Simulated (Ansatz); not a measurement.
Total energies of C2H8SeSi2Zn (`[CH2]1[SiH2][SiH2][Se][CH2][Zn]1`).

```xyz
14

C    -1.6756   -1.0868    0.1381
Si   -0.8483   -0.1306    1.5169
Si    1.3801    0.4972    0.9557
Se    2.1159   -0.2021   -1.1078
C     0.7076    0.5151   -2.3232
Zn   -0.7759   -0.3175   -1.4003
H    -2.7601   -0.9777    0.1710
H    -1.4205   -2.1488    0.1896
H    -1.5827    1.1475    1.7481
H    -0.7844   -0.8456    2.8268
H     1.5329    1.9761    1.0729
H     2.3726   -0.1363    1.8659
H     0.7745    1.6004   -2.3530
H     0.9639    0.1089   -3.3008
```

Total charge 0; spin multiplicity 1. For Zn the d shell is correlated and the shells below it are frozen. Correlated methods include outer-core shells of Se, which these sets cover unevenly. Scalar relativity is left out up to krypton. The structure was optimised at the PBE0-D4/def2-TZVP level. Basis def2-TZVPP, the Gaussian-basis code of Ansatz.

RPA on PBE orbitals: Hartree–Fock energy of these orbitals -4835.84220 Eh, correlation -2.10892 Eh (frozen core).

```tsv
functional	energy without D4 (Eh)	D4 term (kJ/mol)
LDA (SPW92)	-4831.63532	–
revPBE	-4840.56029	-119.0
r2SCAN	-4840.90334	-11.4
B97M-V	-4840.08864	–
PBE0	-4840.15241	-40.8
r2SCANh	-4840.87776	-12.5
r2SCAN0	-4840.84211	-14.0
HSE06 (plane-wave form)	-4840.13555	-38.7
ωB97X-V	-4840.52518	–
PBE-QIDH	-4839.40848	–
```

(1) Give the same for PBE, BLYP, B3LYP, BHLYP, CAM-B3LYP, LC-ωPBE, ωB97M-V, B2PLYP. (Best estimate.)

B3LYP takes the VWN-RPA correlation (the form of Gaussian; ORCA's B3LYP/G). HSE06 is the plane-wave form, built on full-range PBE exchange. The double hybrids freeze the cores in their second-order part.

Results:

(1) Computed: 
```
functional  energy without D4 (Eh)  D4 term (kJ/mol)
       PBE             -4839.98515             -47.2
      BLYP             -4841.08006            -100.0
     B3LYP             -4841.15291             -77.0
     BHLYP             -4840.90945             -67.7
 CAM-B3LYP             -4841.21547             -42.6
   LC-ωPBE             -4840.23355                 –
   ωB97M-V             -4840.70088                 –
    B2PLYP             -4840.04373                 –
```

LC-ωPBE has ω = 0.4 bohr⁻¹.
